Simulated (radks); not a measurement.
The numbers below are computed, except where a source is named.
Spherical jellium clusters: N electrons in a uniform positive sphere of charge N and radius rs N^(1/3), rs = 5.15 bohr. Level of theory: non-relativistic Kohn-Sham, PBEsol, spin-polarised, spherical densities (a radial shooting solver with Libxc functionals). Levels are named by radial order and angular momentum (1s, 1p, 1d, 2s, ...), and open shells are averaged over m.

N = 6, configuration 1s2 1p(up 3, down 1). This is the lowest configuration that the search found. Occupied levels:

level,occupation,eigenvalue (eV),<r> (bohr)
1s up,1,-3.4516,6.412
1s down,1,-3.1665,6.184
1p up,3,-2.5943,7.606
1p down,1,-2.2457,7.594

Energy (eV): total -10.0439, kinetic 6.9333, external -123.91, Hartree 61.376, exchange-correlation -17.247, background 62.808.
